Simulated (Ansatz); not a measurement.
Relaxation of AlCl2H4N (8 atoms, charge 0, multiplicity 1), to a largest force component of 0.03 eV/Å in at most 50 steps.

Method: RKS B3LYP/def2-SVP in Ansatz 0.2.0.

```xyz
8
Properties=species:S:1:pos:R:3:forces:R:3
Al -0.006 0.544 -0.499 0.01 -0.17 -0.05
Cl -0.146 0.228 2.910 -0.07 0.82 -0.66
N 1.574 0.044 -1.100 0.07 -0.02 -0.02
H 1.810 -0.779 -1.646 -0.08 0.03 0.04
H 2.419 0.565 -0.880 0.04 0.00 -0.01
Cl -1.753 -0.517 -1.015 0.00 -0.01 -0.02
H -0.110 1.867 0.333 -0.05 0.18 0.04
H -0.245 1.289 2.097 0.09 -0.84 0.69
```

**Question.** Where does it end, and by what steps?

**Answer.** The run converged. The force dipped under the threshold on the way, but the program's further checks kept it going. After 13 steps the energy has fallen by 0.090 eV; H8 moved furthest, 0.62 Å.

```csv
step,energy less start (eV),largest force component (eV/Å),accepted
0,0.0000,0.837,yes
1,-0.0132,1.088,yes
2,-0.0219,0.977,yes
3,-0.0451,0.927,yes
4,-0.0781,0.349,yes
5,-0.0832,0.257,yes
6,-0.0669,0.932,no
7,-0.0875,0.030,yes
8,-0.0864,0.336,no
9,-0.0892,0.094,yes
10,-0.0899,0.013,yes
11,-0.0900,0.108,yes
12,-0.0901,0.074,yes
13,-0.0904,0.011,yes
```

```xyz
8
Properties=species:S:1:pos:R:3
Al 0.022 0.648 -0.504
Cl 0.049 0.080 2.468
N 1.584 0.026 -1.057
H 1.739 -0.897 -1.452
H 2.463 0.531 -0.992
Cl -1.696 -0.534 -0.905
H -0.147 2.141 -0.033
H -0.470 1.246 2.675
```

Whether the end is a true minimum wasn't checked by a vibrational analysis.

Time of the run: 33 s on 2 threads of Arm Neoverse V1, with other jobs on the host, peak memory 0.17 GiB.
